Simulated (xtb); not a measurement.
chloroform (CHCl3), singlet, at a GFN2-xTB geometry, atoms displaced at random by about 0.05 Å a coordinate; GFN2-xTB in xtb 6.7.1.

xtb was given this input:
```
$ xtb mol.xyz --gfn 2 --opt extreme --json

# file mol.xyz
5

C     -0.02751452    -0.09487065     0.53777109
H     -0.03798145     0.05028020     1.49265485
Cl    -0.00040454     1.64047648    -0.12698903
Cl     1.37971583    -0.78388270    -0.07056252
Cl    -1.44431534    -0.82172838    -0.18172466
```

Output, abridged:

```
   ID    Z sym.   atoms
    1    6 C      1
    2    1 H      2
    3   17 Cl     3-5

           -------------------------------------------------
          |                Calculation Setup                |
           -------------------------------------------------

           -------------------------------------------------
          |                 G F N 2 - x T B                 |
           -------------------------------------------------

          ...................................................
          :                      SETUP                      :
          :.................................................:
          :  # basis functions                  35          :
          :  # atomic orbitals                  32          :
          :  # shells                           12          :
          :  # electrons                        26          :
          :  max. iterations                   250          :
          :  Hamiltonian                  GFN2-xTB          :
          :  restarted?                      false          :
          :  GBSA solvation                  false          :
          :  PC potential                    false          :
          :  electronic temp.          300.0000000     K    :
          :  accuracy                    1.0000000          :
          :  -> integral cutoff          0.2500000E+02      :
          :  -> integral neglect         0.1000000E-07      :
          :  -> SCF convergence          0.1000000E-05 Eh   :
          :  -> wf. convergence          0.1000000E-03 e    :
          :  Broyden damping             0.4000000          :
          :  net charge                          0          :
          :  unpaired electrons                  0          :
          ...................................................

 iter      E             dE          RMSdq      gap      omega  full diag
   1    -16.2341418 -0.162341E+02  0.607E+00    6.36       0.0  T
   2    -16.3033653 -0.692235E-01  0.489E+00    5.21       1.0  T
   3    -16.3217979 -0.184325E-01  0.258E+00    5.55       1.0  T
   4    -16.3219247 -0.126860E-03  0.334E-01    5.48       1.0  T
   5    -16.3220542 -0.129505E-03  0.202E-01    5.52       1.0  T
   6    -16.3221289 -0.746868E-04  0.919E-02    5.51       1.0  T
   7    -16.3221498 -0.208541E-04  0.576E-02    5.52       1.0  T
   8    -16.3221605 -0.107390E-04  0.368E-02    5.53       1.2  T
   9    -16.3221640 -0.354143E-05  0.132E-02    5.54       3.4  T
[...]
 * total energy  :   -16.2644411 Eh     change       -0.1324807E-10 Eh
 * total energy  :   -16.2800707 Eh     change       -0.1562962E-01 Eh
 * total energy  :   -16.2820056 Eh     change       -0.1934863E-02 Eh
 * total energy  :   -16.2827203 Eh     change       -0.7147494E-03 Eh
 * total energy  :   -16.2829216 Eh     change       -0.2013088E-03 Eh
 * total energy  :   -16.2830309 Eh     change       -0.1092296E-03 Eh
 * total energy  :   -16.2830503 Eh     change       -0.1943568E-04 Eh
 * total energy  :   -16.2830530 Eh     change       -0.2647132E-05 Eh
 * total energy  :   -16.2830545 Eh     change       -0.1538718E-05 Eh
 * total energy  :   -16.2830548 Eh     change       -0.3076259E-06 Eh
 * total energy  :   -16.2830550 Eh     change       -0.1659594E-06 Eh
 * total energy  :   -16.2830550 Eh     change       -0.2135627E-07 Eh
   *** GEOMETRY OPTIMIZATION CONVERGED AFTER 12 ITERATIONS ***
         :: total energy             -16.283054989603 Eh    ::
[...]
       ...                                ...                  ...
        32                          0.1419787               3.8634
      -------------------------------------------------------------
                  HL-Gap            0.2069393 Eh            5.6311 eV
             Fermi-level           -0.3467441 Eh           -9.4354 eV

     #   Z          covCN         q      C6AA      α(0)
     1   6 C        3.590     0.191    18.136     6.171
     2   1 H        0.925     0.116     1.648     2.007
     3  17 Cl       1.176    -0.102   102.364    15.479
     4  17 Cl       1.176    -0.102   102.365    15.479
     5  17 Cl       1.176    -0.102   102.366    15.479

 Mol. C6AA /au·bohr⁶  :       1287.775928
 Mol. C8AA /au·bohr⁸  :      49896.910272
 Mol. α(0) /au        :         54.615761

Wiberg/Mayer (AO) data.
largest (>0.10) Wiberg bond orders for each atom

 ---------------------------------------------------------------------------
     #   Z sym  total        # sym  WBO       # sym  WBO       # sym  WBO
 ---------------------------------------------------------------------------
     1   6 C    3.924 --     3 Cl   0.987     4 Cl   0.987     5 Cl   0.987
                             2 H    0.964
     2   1 H    0.987 --     1 C    0.964
     3  17 Cl   1.087 --     1 C    0.987
     4  17 Cl   1.087 --     1 C    0.987
     5  17 Cl   1.087 --     1 C    0.987
 ---------------------------------------------------------------------------

Topologies differ in total number of bonds
Writing topology from bond orders to xtbtopo.mol

molecular dipole:
                 x           y           z       tot (Debye)
 q only:       -0.017       0.004       0.568
   full:       -0.014       0.003       0.473       1.203
molecular quadrupole (traceless):
                xx          xy          yy          xz          yz          zz
 q only:       -1.320      -0.001      -1.325      -0.144       0.017       2.645
  q+dip:       -1.923      -0.000      -1.930      -0.193       0.030       3.853
   full:       -1.366      -0.000      -1.371      -0.143       0.020       2.737

optimized geometry written to: xtbopt.xyz

           -------------------------------------------------
          | TOTAL ENERGY              -16.283054989603 Eh   |
          | GRADIENT NORM               0.000023246961 Eh/α |
          | HOMO-LUMO GAP               5.631104540303 eV   |
           -------------------------------------------------

normal termination of xtb
```
